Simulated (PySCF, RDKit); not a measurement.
Constitutional and geometric isomers with formula C3H3Cl. All species are isolated molecules in the gas phase. Strings in code marks are SMILES.

Quantity: electronic energy of isomers of C3H3Cl relative to `C=C=CCl`, in kJ/mol. Force-field values (RDKit) are differences of steric energies, which aren't made for comparing isomers with other bonds.

Level 1: PBE-D3(BJ)/def2-TZVP // B3LYP-D3(BJ)/def2-TZVP (PySCF)
Level 2: PBE/6-31G* // B3LYP-D3(BJ)/def2-TZVP (PySCF)
Level 3: HF/6-31G* // B3LYP-D3(BJ)/def2-TZVP (PySCF)
Level 4: UFF, relaxed from the DFT geometry (RDKit)

| species | level 1 | level 2 | level 3 | level 4 |
|---|---|---|---|---|
| `C#CCCl` | 27.24 | 32.53 | 0.88 | 0.43 |
| `ClC1=CC1` | 78.6 | 74.9 | 93.8 | 417.6 |
